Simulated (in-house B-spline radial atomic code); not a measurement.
RPA and G0W0 for P4+, [Ne] 3s1, highest spin, as one setting changes: the share of exact exchange in the PBE hybrid start. A dash marks a level of low quasi-particle weight. Computed with an all-electron radial atomic-structure program (B-spline basis): all electrons, non-relativistic, point nucleus, each spin shell either full or empty, empty states to l = 9 with an (l + 1/2)⁻⁴ tail; G0W0 by contour deformation at full frequency.

| share of exact exchange in the PBE hybrid start | mean-field level (eV) | G0W0 level (eV) | RPA correlation (Eh) |
| --- | --- | --- | --- |
| 0 | -59.40 | 3s up -65.95 | -0.6609 |
| 0.1 | -59.96 | 3s up -65.91 | -0.65298 |
| 0.2 | ? | ? | ? |
| 0.3 | -61.07 | 3s up -65.82 | -0.6383 |
| 0.4 | ? | ? | ? |
| 0.5 | -62.18 | 3s up -65.75 | -0.62486 |
| 0.6 | -62.73 | 3s up -65.72 | -0.61851 |
| 0.7 | -63.28 | 3s up -65.69 | -0.61237 |
| 0.8 | -63.83 | 3s up -65.66 | -0.60644 |
| 0.9 | -64.38 | 3s up -65.63 | -0.60069 |
| 1 | -64.92 | 3s up -65.60 | -0.59511 |

What belongs in the row for 0.2?

mean-field level (eV): -60.52; G0W0 level (eV): 3s up -65.86; RPA correlation (Eh): -0.64547.

What belongs in the row for 0.4?

mean-field level (eV): -61.63; G0W0 level (eV): 3s up -65.79; RPA correlation (Eh): -0.63145.
